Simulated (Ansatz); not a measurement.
`C[SiH2]CCl` + H₂ → `CCl` + `C[SiH3]` at 500 K and 1 bar (hydrogenolysis of a C–Si bond).

Gas-phase electronic energies from Ansatz, PBE0-D4/def2-TZVP geometries. CCSD(T)/CBS adds triple-zeta CCSD(T) − MP2 to the extrapolated MP2 energy (def2 sets, frozen cores). This one scheme is used for every species. One conformer a species, not always the lowest.

```json
{"species": "`C[SiH2]CCl`", "CCSD(T)/CBS energy (Eh)": "-829.18668", "H − E (kJ/mol)": "259.8", "S (J/(mol·K))": "397.4"}
{"species": "H₂", "CCSD(T)/CBS energy (Eh)": "-1.17544", "H − E (kJ/mol)": "41.0", "S (J/(mol·K))": "145.5"}
{"species": "`CCl`", "CCSD(T)/CBS energy (Eh)": "-499.63220", "H − E (kJ/mol)": "119.3", "S (J/(mol·K))": "258.4"}
{"species": "`C[SiH3]`", "CCSD(T)/CBS energy (Eh)": "-330.73916", "H − E (kJ/mol)": "189.7", "S (J/(mol·K))": "296.8"}
```

H − E and S are ideal-gas, rigid-rotor, harmonic terms from PBE0-D4/def2-TZVP, for one conformer and one mirror image of each species. For small species the MP2-based limit differs from directly extrapolated CCSD(T) by up to some mEh (0.8 for H₂); such offsets cancel only in part. 1 Eh = 2625.50 kJ/mol, R = 8.31446 J/(mol·K).

By hand: ΔE, ΔH, ΔS and ΔG.

ΔE = (-499.63220) + (-330.73916) − (-829.18668) − (-1.17544) = -0.00924 Eh = -24.3 kJ/mol. Δ(H − E) = 119.3 + 189.7 − 259.8 − 41.0 = 8.2, so ΔH = -16.1 kJ/mol. ΔS = 258.4 + 296.8 − 397.4 − 145.5 = 12.3 J/(mol·K). ΔG = -16.1 − 500 × (12.3)/1000 = -22.2 kJ/mol.

By hand: the equilibrium constant, and the temperature at which ΔG would vanish if ΔH and ΔS stayed fixed.

log₁₀ K = −ΔG/(RT ln 10) = 2.3. ΔH and −TΔS have one sign here, so there is no such temperature.

TΔS isn't small against ΔH here. A doubt of 5 kJ/mol in ΔE shifts log₁₀ K by 0.5 here. Other conformers and mirror images would add mixing entropy, several J/(mol·K) or more a flexible species. These are equilibria of isolated gas molecules and say nothing of rates. Largest T1 diagnostic: 0.010 (customary marks: 0.02 for closed shells, 0.045 for open ones).

ΔS is within the doubt of such terms, so its sign, and with it that verdict, could turn.
